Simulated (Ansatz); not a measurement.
Ansatz (a first-principles code) input file for CH3F3OSi, SMILES O[SiH2]C(F)(F)F, PBE-D3(BJ)/def2-SVP. 

Ansatz 0.2 input:
```yaml
crystal:
  periodic: [false, false, false]
  atoms:
    - {symbol: Si, position_ang: [1.01386509, -0.69513320, 0.22524434]}
    - {symbol: O, position_ang: [2.05137896, -0.04972291, -0.89158127]}
    - {symbol: C, position_ang: [-0.70748847, 0.17221362, 0.11259710]}
    - {symbol: F, position_ang: [-1.29226131, 0.01993439, -1.08201769]}
    - {symbol: F, position_ang: [-0.59564341, 1.49656404, 0.33116258]}
    - {symbol: F, position_ang: [-1.55253228, -0.31160136, 1.03654908]}
    - {symbol: H, position_ang: [0.82744679, -2.12556213, -0.11250792]}
    - {symbol: H, position_ang: [1.46335924, -0.49210975, 1.63209011]}
    - {symbol: H, position_ang: [2.31291476, 0.86996469, -0.78718135]}
basis:
  gaussian:
    orbitals: def2-SVP
hamiltonian:
  xc: pbe
  dispersion: d3bj
relax: {f_tol: 0.002, max_steps: 200}
```

Log of the run:

```
WARN ansatz: RAYON_NUM_THREADS=1 ignored (pool sized by the plan → 1); use --threads N
Functional definition: PBE
integrals: 0.05 GiB planned
1115 factors; their error is unknown
mean field: 0.27 GiB planned
mean field evaluation 1: about -19129.7488 eV, gradient 6.1e1 eV
mean field evaluation 2: about -19102.7560 eV, gradient 1.3e2 eV
mean field evaluation 4: about -19135.6839 eV, gradient 7.5e0 eV
mean field evaluation 8: about -19135.7664 eV, gradient 1.9e-1 eV
mean field evaluation 16: about -19135.6849 eV, gradient 2.2e-4 eV
mean field -19135.68485678 eV, -703.2234478535 hartree, gradient 4.8e-5 eV, S^2 0.000000; 0 other end points of the search recorded, 0 dependent functions left out
the calculation of the forces begins
reference -19135.68488284 eV, -703.2234488114 hartree; 29, 29 occupied and 74, 74 virtual orbitals, 1115 factors
relax step   1: F+E_penalty+E_count = -19135.84149727 eV  Δ(F+E_penalty+E_count) = +0.000e0 eV  max|allowed force component| = 8.633e-1 eV/Å  Δτ_max = 0.0000 Å  (27 SCF iters, accepted)
these checks for a lower state are left out or cut short: starts, cluster_reference, orbital_swaps, neighbouring_geometries, increment
integrals: 0.05 GiB planned
1115 factors; their error is unknown
mean field: 0.26 GiB planned
mean field -19135.71536434 eV, -703.2245689857 hartree, gradient 1.6e-5 eV, S^2 0.000000; 0 other end points of the search recorded, 0 dependent functions left out
the calculation of the forces begins
reference -19135.71539046 eV, -703.2245699457 hartree; 29, 29 occupied and 74, 74 virtual orbitals, 1115 factors
relax step   2: F+E_penalty+E_count = -19135.87120100 eV  Δ(F+E_penalty+E_count) = -2.970e-2 eV  max|allowed force component| = 3.617e-1 eV/Å  Δτ_max = 0.0185 Å  (30 SCF iters, accepted)
these checks for a lower state are left out or cut short: starts, cluster_reference, orbital_swaps, neighbouring_geometries, increment
integrals: 0.05 GiB planned
1115 factors; their error is unknown
mean field: 0.26 GiB planned
mean field evaluation 32: about -19135.7218 eV, gradient 1.6e-5 eV
mean field -19135.72184498 eV, -703.2248071447 hartree, gradient 1.6e-5 eV, S^2 0.000000; 0 other end points of the search recorded, 0 dependent functions left out
the calculation of the forces begins
reference -19135.72187110 eV, -703.2248081046 hartree; 29, 29 occupied and 74, 74 virtual orbitals, 1115 factors
relax step   3: F+E_penalty+E_count = -19135.87734291 eV  Δ(F+E_penalty+E_count) = -6.142e-3 eV  max|allowed force component| = 7.738e-2 eV/Å  Δτ_max = 0.0100 Å  (30 SCF iters, accepted)
these checks for a lower state are left out or cut short: starts, cluster_reference, orbital_swaps, neighbouring_geometries, increment
integrals: 0.05 GiB planned
1115 factors; their error is unknown
mean field: 0.26 GiB planned
mean field -19135.72143341 eV, -703.2247920201 hartree, gradient 1.6e-5 eV, S^2 0.000000; 0 other end points of the search recorded, 0 dependent functions left out
the calculation of the forces begins
reference -19135.72145955 eV, -703.2247929805 hartree; 29, 29 occupied and 74, 74 virtual orbitals, 1115 factors
relax step   4: F+E_penalty+E_count = -19135.87709801 eV  Δ(F+E_penalty+E_count) = +2.449e-4 eV  max|allowed force component| = 1.607e-1 eV/Å  Δτ_max = 0.0180 Å  (29 SCF iters, rejected (line search))
these checks for a lower state are left out or cut short: starts, cluster_reference, orbital_swaps, neighbouring_geometries, increment
integrals: 0.05 GiB planned
1115 factors; their error is unknown
mean field: 0.26 GiB planned
mean field -19135.72236690 eV, -703.2248263249 hartree, gradient 1.6e-5 eV, S^2 0.000000; 0 other end points of the search recorded, 0 dependent functions left out
the calculation of the forces begins
reference -19135.72239302 eV, -703.2248272849 hartree; 29, 29 occupied and 74, 74 virtual orbitals, 1115 factors
relax step   5: F+E_penalty+E_count = -19135.87792411 eV  Δ(F+E_penalty+E_count) = -5.812e-4 eV  max|allowed force component| = 1.262e-2 eV/Å  Δτ_max = 0.0087 Å  (30 SCF iters, accepted)
these checks for a lower state are left out or cut short: starts, cluster_reference, orbital_swaps, neighbouring_geometries, increment
integrals: 0.05 GiB planned
1115 factors; their error is unknown
mean field: 0.26 GiB planned
mean field -19135.72237689 eV, -703.2248266921 hartree, gradient 1.6e-5 eV, S^2 0.000000; 0 other end points of the search recorded, 0 dependent functions left out
the calculation of the forces begins
reference -19135.72240300 eV, -703.2248276518 hartree; 29, 29 occupied and 74, 74 virtual orbitals, 1115 factors
relax step   6: F+E_penalty+E_count = -19135.87800503 eV  Δ(F+E_penalty+E_count) = -8.092e-5 eV  max|allowed force component| = 1.833e-2 eV/Å  Δτ_max = 0.0087 Å  (30 SCF iters, accepted)
these checks for a lower state are left out or cut short: starts, cluster_reference, orbital_swaps, neighbouring_geometries, increment
integrals: 0.05 GiB planned
1115 factors; their error is unknown
mean field: 0.26 GiB planned
mean field -19135.72238375 eV, -703.2248269443 hartree, gradient 7.4e-6 eV, S^2 0.000000; 0 other end points of the search recorded, 0 dependent functions left out
the calculation of the forces begins
reference -19135.72240987 eV, -703.2248279042 hartree; 29, 29 occupied and 74, 74 virtual orbitals, 1115 factors
relax step   7: F+E_penalty+E_count = -19135.87801169 eV  Δ(F+E_penalty+E_count) = -6.661e-6 eV  max|allowed force component| = 5.099e-3 eV/Å  Δτ_max = 0.0013 Å  (22 SCF iters, accepted)
these checks for a lower state are left out or cut short: starts, cluster_reference, orbital_swaps, neighbouring_geometries, increment
integrals: 0.05 GiB planned
1115 factors; their error is unknown
mean field: 0.26 GiB planned
mean field evaluation 64: about -19135.7224 eV, gradient 1.4e-5 eV
mean field -19135.72238463 eV, -703.2248269766 hartree, gradient 1.4e-5 eV, S^2 0.000000; 0 other end points of the search recorded, 0 dependent functions left out
the calculation of the forces begins
reference -19135.72241075 eV, -703.2248279366 hartree; 29, 29 occupied and 74, 74 virtual orbitals, 1115 factors
relax step   8: F+E_penalty+E_count = -19135.87801493 eV  Δ(F+E_penalty+E_count) = -3.237e-6 eV  max|allowed force component| = 2.619e-3 eV/Å  Δτ_max = 0.0022 Å  (22 SCF iters, accepted)
these checks for a lower state are left out or cut short: starts, cluster_reference, orbital_swaps, neighbouring_geometries, increment
integrals: 0.05 GiB planned
1115 factors; their error is unknown
mean field: 0.26 GiB planned
mean field -19135.72238087 eV, -703.2248268386 hartree, gradient 3.4e-5 eV, S^2 0.000000; 0 other end points of the search recorded, 0 dependent functions left out
the calculation of the forces begins
reference -19135.72240700 eV, -703.2248277986 hartree; 29, 29 occupied and 74, 74 virtual orbitals, 1115 factors
relax step   9: F+E_penalty+E_count = -19135.87801624 eV  Δ(F+E_penalty+E_count) = -1.311e-6 eV  max|allowed force component| = 1.411e-3 eV/Å  Δτ_max = 0.0007 Å  (18 SCF iters, accepted)
integrals: 0.05 GiB planned
1115 factors; their error is unknown
mean field: 0.26 GiB planned
mean field -19135.72238087 eV, -703.2248268386 hartree, gradient 3.4e-5 eV, S^2 0.000000; 1 other end points of the search recorded, 0 dependent functions left out
the calculation of the forces begins
reference -19135.72240700 eV, -703.2248277986 hartree; 29, 29 occupied and 74, 74 virtual orbitals, 1115 factors
Total energy: -19135.87804236 eV, -703.2305472928 hartree
Atom 0 at     1.017726    -0.693834     0.226934 Å, force    -0.000739     0.000342     0.000266 eV/Å
Atom 1 at     2.073453    -0.062628    -0.907576 Å, force     0.000343    -0.000307     0.000695 eV/Å
Atom 2 at    -0.713864     0.175016     0.112943 Å, force     0.000157    -0.001411    -0.000433 eV/Å
Atom 3 at    -1.302848     0.025867    -1.099656 Å, force    -0.000538     0.000206    -0.000006 eV/Å
Atom 4 at    -0.603227     1.516678     0.343359 Å, force     0.000184     0.000438     0.000014 eV/Å
Atom 5 at    -1.569030    -0.324891     1.046007 Å, force     0.000067     0.000418    -0.000058 eV/Å
Atom 6 at     0.832805    -2.135597    -0.111763 Å, force     0.000024     0.000020    -0.000288 eV/Å
Atom 7 at     1.469958    -0.488705     1.645510 Å, force     0.000665    -0.000019    -0.000068 eV/Å
Atom 8 at     2.316067     0.872642    -0.791404 Å, force    -0.000164     0.000313    -0.000123 eV/Å
Dipole moment:     0.342868     0.095054     0.109499 e Å
```

The run converged.
